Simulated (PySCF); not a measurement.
W(O)(NH)(Cl)(SH) (ClH2NOSW), SMILES [NH]=[W](=[O])([SH])[Cl], multiplicity 1.

Coordinates come from a B3LYP-D3(BJ)/def2-SVP optimisation. The multiplicity is an assumed one; no other spin state was optimised. The structure was generated by enumeration; whether it is a known compound was not checked. The def2 effective core potentials stand for the cores of W; spin–orbit coupling is left out. Other conformers were not sampled.

These are B3LYP-D3(BJ)/def2-SVP (PySCF 2.14.0) values and carry that method's errors.

Frequencies are harmonic and unscaled.

```json
[
 {"mode": "1", "ν (cm⁻¹)": "110", "IR (km/mol)": "0.1", "moving atoms (share of kinetic energy)": "Cl 42 %, S 41 %, W 14 %"},
 {"mode": "2", "ν (cm⁻¹)": "154", "IR (km/mol)": "0.6", "moving atoms (share of kinetic energy)": "O 21 %, W 20 %, N 19 %, S 17 %, Cl 17 %"},
 {"mode": "3", "ν (cm⁻¹)": "182", "IR (km/mol)": "5.3", "moving atoms (share of kinetic energy)": "O 52 %, H 18 %, N 11 %, Cl 10 %, S 8 %"},
 {"mode": "4", "ν (cm⁻¹)": "209", "IR (km/mol)": "1.6", "moving atoms (share of kinetic energy)": "N 47 %, H 18 %, O 13 %"},
 {"mode": "5", "ν (cm⁻¹)": "280", "IR (km/mol)": "14.5", "moving atoms (share of kinetic energy)": "H 62 %, O 24 %"},
 {"mode": "6", "ν (cm⁻¹)": "299", "IR (km/mol)": "10.3", "moving atoms (share of kinetic energy)": "H 34 %, O 30 %, N 26 %"},
 {"mode": "7", "ν (cm⁻¹)": "387", "IR (km/mol)": "17.7", "moving atoms (share of kinetic energy)": "S 72 %, W 16 %"},
 {"mode": "8", "ν (cm⁻¹)": "397", "IR (km/mol)": "47.2", "moving atoms (share of kinetic energy)": "Cl 72 %, W 21 %"},
 {"mode": "9", "ν (cm⁻¹)": "536", "IR (km/mol)": "153.6", "moving atoms (share of kinetic energy)": "H 71 %, N 25 %"},
 {"mode": "10", "ν (cm⁻¹)": "638", "IR (km/mol)": "34.4", "moving atoms (share of kinetic energy)": "H 94 %"},
 {"mode": "11", "ν (cm⁻¹)": "681", "IR (km/mol)": "87.0", "moving atoms (share of kinetic energy)": "H 79 %, N 19 %"},
 {"mode": "12", "ν (cm⁻¹)": "981", "IR (km/mol)": "103.1", "moving atoms (share of kinetic energy)": "N 62 %, O 21 %, W 10 %"},
 {"mode": "13", "ν (cm⁻¹)": "1026", "IR (km/mol)": "78.1", "moving atoms (share of kinetic energy)": "O 70 %, N 22 %"},
 {"mode": "14", "ν (cm⁻¹)": "2670", "IR (km/mol)": "5.3", "moving atoms (share of kinetic energy)": "H 97 %"},
 {"mode": "15", "ν (cm⁻¹)": "3595", "IR (km/mol)": "181.5", "moving atoms (share of kinetic energy)": "H 93 %"}
]
```
